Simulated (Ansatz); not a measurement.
C2H2ClSi (`[C]#C[SiH2]Cl`) radical. Total charge 0; spin multiplicity 2.

```
atom    x (Å)    y (Å)    z (Å)
  C1   0.5382   2.0341   1.3509
  C2   0.3057   1.0469   0.6878
 Si3   0.0002  -0.4396  -0.3170
 Cl4  -1.9870  -0.9164  -0.2346
  H5   0.7808  -1.5661   0.2344
  H6   0.3621  -0.1588  -1.7215
```

Task: Give the diagnostics of a CCSD(T)/def2-TZVPP run (frozen core, Ansatz). (An estimate is asked.)

Result: Computed: T1 = 0.0457, largest single amplitude 0.097, largest double 0.043, (T) share of the correlation energy 4.6 %, 16 CCSD cycles. ⟨S²⟩ of the UHF reference is 1.170 against 0.75 for a pure state. T1 lies over the customary mark of 0.045 for open shells.
